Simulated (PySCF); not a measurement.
Gas-phase reaction: Ga2O + HF + 2 F = GaOH + GaF3

Computed with PySCF and rigid-rotor harmonic-oscillator thermochemistry at 1 bar. † marks an energy on the PBE0/def2-TZVP geometry and frequencies. MP2 and CCSD(T) freeze the core. Open shells (unrestricted): F (multiplicity 2); the rest are closed-shell singlets. Spin-orbit splitting is ignored; it lowers the true energy and changes the entropy of F. B3LYP is the form with VWN-RPA correlation. Ga: all electrons, no relativistic terms. GaOH: computed as isolated molecules; such fragments, hydroxides, amides, oligomers or adducts are transient or little studied in the gas. MP2 isn't extrapolated to the basis-set limit. CCSD(T) isn't extrapolated to the basis-set limit.

```csv
level,"ΔH°(298 K), kJ"
B3LYP/def2-TZVP†,-801
BLYP/def2-TZVP†,-813
CCSD(T)/def2-SVP†,-789
M06-2X/def2-TZVP†,?
MP2/def2-SVP†,-856
MP2/def2-TZVPP†,?
PBE0/def2-QZVP†,?
r2SCAN/def2-TZVP†,?
```

**Question.** Complete the blanks.

**Answer.** 
- M06-2X/def2-TZVP†, ΔH°(298 K), kJ: -850
- MP2/def2-TZVPP†, ΔH°(298 K), kJ: -885
- PBE0/def2-QZVP†, ΔH°(298 K), kJ: -820
- r2SCAN/def2-TZVP†, ΔH°(298 K), kJ: -844
